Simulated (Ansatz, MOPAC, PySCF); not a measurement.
Dimer: HF (SMILES F) (first 2 atoms) with C2H2 (SMILES C#C); geometry from B3LYP-D3(BJ)/def2-TZVP, rigid monomers moved along the line of their centres of mass till H2···C3 is 3.92 Å.
(charge 0, multiplicity 1):
| atom | x (Å) | y (Å) | z (Å) |
|---|---|---|---|
| F | -0.0325 | -0.0116 | 0.3487 |
| H | -0.0182 | -0.0044 | 1.2833 |
| C | 0.2809 | -0.5232 | 5.1567 |
| C | -0.2043 | 0.5724 | 5.1557 |
| H | 0.7119 | -1.4959 | 5.1656 |
| H | -0.6350 | 1.5451 | 5.1629 |

Counterpoise-corrected where a basis set is named; no monomer relaxation. Rows marked so take none.

Correlated levels freeze the cores. CBS: X⁻³ extrapolation of the correlation energy, Hartree–Fock from the larger set. Rows in 3-21G, 6-311+G**, 6-31G*, STO-3G carry no dispersion term and start afresh at each structure (6-31G* with six Cartesian d functions). The state that AM1, PM6 reach isn't checked.

Codes used: Ansatz (Gaussian orbitals); MOPAC for AM1, PM6 (differences of heats of formation); PySCF for 3-21G rows, 6-311+G** rows, 6-31G* rows, STO-3G rows, the dispersion terms. Each number belongs to the level named beside it.

Other levels give for the interaction energy: PBE/def2-TZVPPD -39.2; B3LYP/def2-TZVPPD -34.2; B3LYP-D3(BJ)/def2-TZVPPD -41.2; wB97M-V/def2-TZVPPD -41.7; CCSD(T)/CBS(aug-cc-pVDZ, aug-cc-pVTZ) -39.8 meV.

Q: What do these common cheap choices give for the same quantity: AM1, PM6, HF/STO-3G (no counterpoise), HF/3-21G (no counterpoise), HF/6-31G*, HF/6-31G* (no counterpoise), B3LYP/6-311+G** (no counterpoise), M06-2X/6-31G* (no counterpoise)?

A: AM1 -10.7; PM6 -10.0; HF/STO-3G (no counterpoise) -12.9; HF/3-21G (no counterpoise) -40.7; HF/6-31G* -38.6; HF/6-31G* (no counterpoise) -44.0; B3LYP/6-311+G** (no counterpoise) -38.3; M06-2X/6-31G* (no counterpoise) -43.6 meV. They span -44.0 to -10.0 meV.

Ansatz is a program for electronic structure.
